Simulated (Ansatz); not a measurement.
Cost and result for the atomization energy of BGeH4NO (`[NH2][GeH]1[BH][O]1`) (8 atoms, 8 bonds).

Charge 0, multiplicity 1. Correlated methods include outer-core shells of Ge, which these sets cover unevenly. Scalar relativity is left out up to krypton. All single points use the PBE0-D4/def2-TZVP geometry. It is one conformer, not always the lowest. Program: Ansatz. All runs use 2 threads of an Intel Xeon 6975P-C on a shared host. Times are those of one run each, without the atoms' runs, and a repeat can differ threefold. Electronic energies, without spin–orbit coupling; frozen cores. CCSD(T)/CBS adds CCSD(T) − MP2 in def2-TZVPP to the MP2 limit, and its time is that of the two runs behind it. T1 = 0.016. With those shells the extrapolation isn't a true limit. B3LYP takes the VWN-RPA correlation (the form of Gaussian; ORCA's B3LYP/G). HSE06 is the plane-wave form, built on full-range PBE exchange.

CCSD(T)/CBS is a level of theory with its own doubt, some kJ/mol a heavy atom from the limit and from the frozen cores, so smaller differences don't rank the functionals.

```
                             level  functions  wall time
            LDA (SPW92)/def2-TZVPP        197      0.8 s
   PBE-D4/def2-TZVPP (with forces)        197      1.4 s
               BHLYP-D4/def2-TZVPP        197      1.9 s
                PBE0-D4/def2-TZVPP        197      1.9 s
               HSE06-D4/def2-TZVPP        197        2 s
 B3LYP-D4/def2-TZVPP (with forces)        197      2.4 s
r2SCAN-D4/def2-TZVPP (with forces)        197      2.5 s
                  CCSD(T)/def2-SVP         94      3.3 s
               PBE-QIDH/def2-TZVPP        197      3.6 s
                 B97M-V/def2-TZVPP        197      4.7 s
                    MP2/def2-QZVPP        380       15 s
                CCSD(T)/def2-TZVPP        197       29 s
                 CCSD(T)/CBS(def2)          –       44 s
```

(1) What atomization energy does each give, and how far from CCSD(T)/CBS? (Best estimate.)

## Answers

(1) Computed: 
```json
{"level": "LDA (SPW92)/def2-TZVPP", "atomization (kcal/mol)": "772.9", "difference from CCSD(T)/CBS": "110.2", "per bond": "13.8"}
{"level": "PBE-D4/def2-TZVPP (with forces)", "atomization (kcal/mol)": "681.1", "difference from CCSD(T)/CBS": "18.4", "per bond": "2.3"}
{"level": "BHLYP-D4/def2-TZVPP", "atomization (kcal/mol)": "634.2", "difference from CCSD(T)/CBS": "-28.5", "per bond": "-3.6"}
{"level": "PBE0-D4/def2-TZVPP", "atomization (kcal/mol)": "659.8", "difference from CCSD(T)/CBS": "-2.9", "per bond": "-0.4"}
{"level": "HSE06-D4/def2-TZVPP", "atomization (kcal/mol)": "660.3", "difference from CCSD(T)/CBS": "-2.4", "per bond": "-0.3"}
{"level": "B3LYP-D4/def2-TZVPP (with forces)", "atomization (kcal/mol)": "663.3", "difference from CCSD(T)/CBS": "0.6", "per bond": "0.1"}
{"level": "r2SCAN-D4/def2-TZVPP (with forces)", "atomization (kcal/mol)": "666.4", "difference from CCSD(T)/CBS": "3.7", "per bond": "0.5"}
{"level": "CCSD(T)/def2-SVP", "atomization (kcal/mol)": "615.3", "difference from CCSD(T)/CBS": "-47.4", "per bond": "-5.9"}
{"level": "PBE-QIDH/def2-TZVPP", "atomization (kcal/mol)": "653.5", "difference from CCSD(T)/CBS": "-9.2", "per bond": "-1.1"}
{"level": "B97M-V/def2-TZVPP", "atomization (kcal/mol)": "667.0", "difference from CCSD(T)/CBS": "4.3", "per bond": "0.5"}
{"level": "MP2/def2-QZVPP", "atomization (kcal/mol)": "670.1", "difference from CCSD(T)/CBS": "7.4", "per bond": "0.9"}
{"level": "CCSD(T)/def2-TZVPP", "atomization (kcal/mol)": "643.1", "difference from CCSD(T)/CBS": "-19.6", "per bond": "-2.4"}
{"level": "CCSD(T)/CBS(def2)", "atomization (kcal/mol)": "662.7", "difference from CCSD(T)/CBS": "0.0", "per bond": "0.0"}
```

In def2-TZVPP, CCSD(T) changes the Hartree–Fock value by +199.6 kcal/mol (the triples alone add +14.4 kcal/mol) and MP2 by +215.0 kcal/mol; breaking electron pairs costs correlation energy, which Hartree–Fock lacks. At CCSD(T), def2-SVP lies −47.3 kcal/mol from the extrapolated value and def2-TZVPP −19.6 kcal/mol: correlation converges slowly with the basis, and small sets miss more of it in the bonded molecule than in its fragments. From BLYP to BHLYP (50 % exact exchange), in def2-TZVPP and without D4, the atomization energy moves by −32.0 kcal/mol: exact exchange takes away binding that semilocal exchange gives to molecules.
